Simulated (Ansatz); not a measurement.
A geometry relaxed with B3LYP-D3(BJ)/def2-TZVP run with Ansatz (a program for electronic structure), charge 0, multiplicity 1:

```xyz
12

C     -1.4502    -0.7242    -0.3982
N     -0.1287    -0.9865    -0.4402
C     -0.3468     1.0374     0.4364
C      0.6094     0.0798     0.0690
H      2.6657     1.0453     0.6065
H     -2.1806    -1.4340    -0.7504
H     -0.1082     1.9949     0.8701
H      2.7416    -0.8455    -0.2201
C     -1.6242     0.5418     0.1480
B      2.1062     0.0946     0.1579
H     -2.5707     1.0296     0.3099
H      0.2867    -1.8332    -0.7889
```

**Question.** Write the SMILES of this molecule.

**Answer.** `Bc1ccc[nH]1`
